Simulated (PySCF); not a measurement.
Isomers of C2H9FO2Si3, one GFN2-xTB conformer each. Single-point energies are computed at PBE0/pcSseg-1 (PySCF, gas phase, no added dispersion term), electronic only.

```
                          SMILES  GFN2-xTB relative energy (kcal/mol)
F[Si@@H]1O[SiH2][C@H](C[SiH3])O1                                  0.0
    O[SiH2]/C(F)=C\[SiH2]O[SiH3]                                 51.0
      CC(=O)[SiH2]O[SiH2][SiH2]F                                 39.4
```

Conformers: `[F:1][Si@@H:2]1[O:3][SiH2:4][C@H:5]([CH2:6][SiH3:7])[O:8]1` with Si4–C5–C6–Si7 -159°; `[OH:1][SiH2:2]/[C:3]([F:4])=[CH:5]\[SiH2:6][O:7][SiH3:8]` with H–O1–Si2–C3 45°, O1–Si2–C3–F4 163°, C3–C5–Si6–O7 -37°, C5–Si6–O7–Si8 -84°; `[CH3:1][C:2](=[O:3])[SiH2:4][O:5][SiH2:6][SiH2:7][F:8]` with C1–C2–Si4–O5 170°, C2–Si4–O5–Si6 6°, Si4–O5–Si6–Si7 12°, O5–Si6–Si7–F8 165°.

Problem. What does PBE0/pcSseg-1 give for the same structures?

Solution. 
```json
{"SMILES": "F[Si@@H]1O[SiH2][C@H](C[SiH3])O1", "PBE0/pcSseg-1 E (Eh)": "-1199.78330", "PBE0/pcSseg-1 (kcal/mol)": "0.0", "GFN2-xTB (kcal/mol)": "0.0", "point group": "C1"}
{"SMILES": "CC(=O)[SiH2]O[SiH2][SiH2]F", "PBE0/pcSseg-1 E (Eh)": "-1199.72310", "PBE0/pcSseg-1 (kcal/mol)": "37.8", "GFN2-xTB (kcal/mol)": "39.4", "point group": "C1"}
{"SMILES": "O[SiH2]/C(F)=C\\[SiH2]O[SiH3]", "PBE0/pcSseg-1 E (Eh)": "-1199.69529", "PBE0/pcSseg-1 (kcal/mol)": "55.2", "GFN2-xTB (kcal/mol)": "51.0", "point group": "C1"}
```

Both levels put the same isomer lowest; measured from each level's own lowest isomer, the values differ by up to 4.2 kcal/mol (O[SiH2]/C(F)=C\[SiH2]O[SiH3]: 51.0 against 55.2). As drawn, the lowest has an Si–F bond, which the highest lacks; the highest has an O–H bond and a C=C bond outside aromatic rings, which the lowest lacks.

Problem. Which frontier levels, dipoles and rotational constants go with these structures?

Solution. 
```
                          SMILES  HOMO (eV, PBE0/pcSseg-1)  LUMO (eV)  dipole (D)       A, B, C (MHz)
F[Si@@H]1O[SiH2][C@H](C[SiH3])O1                     -8.03      -0.16        2.63  1757, 908.3, 666.6
      CC(=O)[SiH2]O[SiH2][SiH2]F                     -7.40      -1.71        5.17  1858, 729.1, 540.3
    O[SiH2]/C(F)=C\[SiH2]O[SiH3]                     -7.88      -1.07        2.41  1558, 785.9, 628.6
```
